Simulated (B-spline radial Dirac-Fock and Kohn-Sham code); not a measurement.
**K-line shifts caused by a second vacancy in Ag²⁺**

System: silver as Ag²⁺, [Kr] 4d9, inside a Watson sphere of charge -2 and radius 2.4 Å (a model of the Madelung potential; inside it an electron's potential energy is raised by 12.0 eV).

Input file task.json (cfg lists n, l and occupation; rrms is the nuclear radius in fm):

```json
{"items": [{
  "Z": 47,
  "q": 2,
  "cfg": [[1, 0, 2], [2, 0, 2], [2, 1, 6], [3, 0, 2], [3, 1, 6], [3, 2, 10], [4, 0, 2], [4, 1, 6], [4, 2, 9]],
  "A": 107,
  "rrms": 4.5454,
  "watson": [-2, 2.4],
  "do": ["binding", "quiet", "double"]
}]}
```

Command: `python xray_run.py task.json out`

The computed values come from a B-spline atomic structure program: Dirac-Fock (average of configuration) total-energy differences with a finite nucleus, the Breit interaction including its frequency dependence, and self-energy and vacuum-polarisation corrections. Each two-hole energy is an average over J within one jj subconfiguration, not an observable level; in light atoms, where LS coupling holds, the j-resolved values are not observed lines, and for a K spectator the Kα1 hypersatellite is nearly forbidden. Correlation energy is missing from these numbers.

Lines without a spectator: Kα2 (K-L2) 21988.3 eV, Kα1 (K-L3) 22161.2 eV, Kβ3 (K-M2) 24907.7 eV, Kβ1 (K-M3) 24939.0 eV. Shifts in eV with one spectator hole (a dash: not computed, or left out as unreliable):

| spectator hole | Kα2 | Kα1 | Kβ3 | Kβ1 |
| --- | --- | --- | --- | --- |
| K (1s) | +534.5 | +549.4 | +680.4 | +683.5 |
| L2 (2p1/2) | +58.0 | +72.8 | – | +155.1 |
| L3 (2p3/2) | +57.9 | +57.7 | +139.1 | – |
| M2 (3p1/2) | – | +8.07 | +18.11 | +22.11 |
| M3 (3p3/2) | +6.13 | – | +19.02 | +18.43 |
| M4 (3d3/2) | +0.98 | -1.44 | – | – |

With n spectator holes in 2p, averaged over the 2p shell (energies in eV):

```tsv
n	KαLⁿ	step	hypersatellite KαʰLⁿ
0	22103.5	–	22648.0
1	22165.4	+61.8	22711.2
2	22228.4	+63.1	22775.7
3	22292.7	+64.3	22841.4
4	22358.3	+65.5	22908.3
5	22425.1	+66.8	22976.5
```
